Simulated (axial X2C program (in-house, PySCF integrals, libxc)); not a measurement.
# What spin–orbit coupling does to ScCl⁺

Calculated with an in-house relativistic program for diatomic molecules. Spin-free means the one-electron spin-free X2C Hamiltonian; two-component (2c) means X2C with spin–orbit coupling and atomic mean-field two-electron Coulomb and Gaunt terms, so the difference of the two also holds small scalar two-electron terms. Basis: Sc dyall-cv3z [10s11p7d5f2g], Cl dyall-av3z [9s8p3d2f] (cores contracted in-house); Gaussian nuclei, density fitting, unrestricted open shells. Masses: Sc 44.956 u, Cl 34.969 u.

Spin-free state: M_S = 1/2, Λ = 2 (beyond evenly filled blocks: δ+α); fragments Sc+ + Cl.

```
  level  Re (Å)  ωe (cm⁻¹)  De (eV)   μ (D)
   PBE0   2.219      483.7    4.446   -8.60
     HF   2.288      461.8    2.990  -10.50
    MP2   2.278      458.8    4.361     n/a
   CCSD   2.275      460.3    4.149     n/a
CCSD(T)   2.275      458.4    4.268     n/a
  B3LYP   2.232      475.0    4.304   -8.52
```

Correlated methods: 9 electrons correlated (number of frozen shells: Sc 3 s, 2 p; Cl 2 s, 1 p), 301 virtual spin orbitals or spinors in MP2, 90 natural virtuals in coupled cluster.

Dipoles are positive if Cl is the positive end and refer to the centre of mass.

(1) Within this multiplet, which Ω should lie lowest by the rule for regular and inverted multiplets?

Two-component determinant lowest at the distance of the search:

Ω = 3/2 (⟨Sz⟩ = -0.50, ⟨Lz⟩ = 2.00 at HF); fragments Sc+ + Cl.

| level | Re (Å) | ωe (cm⁻¹) | μ (D) |
| --- | --- | --- | --- |
| PBE0 | 2.220 | 483.6 | -8.59 |
| HF | 2.289 | 461.7 | -10.50 |
| MP2 | 2.278 | 458.7 | n/a |
| CCSD | 2.275 | 460.1 | n/a |
| CCSD(T) | 2.275 | 458.2 | n/a |
| B3LYP | 2.232 | 474.9 | -8.51 |

(2) From the two tables, how do the constants change at the CCSD(T) level (2c against spin-free)?

The state is a single determinant with fixed occupations, the lowest that a limited PBE0 search found. De is counted from the lowest determinant-based energies of the atoms at the same level, without counterpoise correction. De is not given where an atomic determinant may have missed its ground term or J level, or where the truncated virtual space spoils (T). Density functionals use the spin component along the axis (collinear). Coupled cluster ran in a truncated set of natural virtual spinors; the MP2 energy of the rest was added. (T) has no such correction and the atoms are truncated less, which lowers De at CCSD(T) by a hundredth of an eV or more. PBE0 can misorder states that lie within some tenths of an eV, so this need not be the ground state of the molecule. The nearest other spin-free determinant of the search, M_S = 1/2, Λ = 0, lies 0.11 eV up at the distance of the search. The functionals have no current-density term, which raises determinants with orbital currents, atoms included. The outer-core s and p shells of the metal are frozen in the correlated rows, which leaves out core–valence correlation; for alkali and alkaline-earth bonds that tends to lengthen them.

Results:

(1) The open δ shell holds one electron, so the multiplet is regular: Ω = Λ − 1/2 = 3/2. The PBE0 2c search agrees, though Ω = 5/2 of the search lies only 0.02 eV higher.

(2) At the CCSD(T) level Re is unchanged within 0.001 Å and ωe stays the same within 0.2 cm⁻¹.
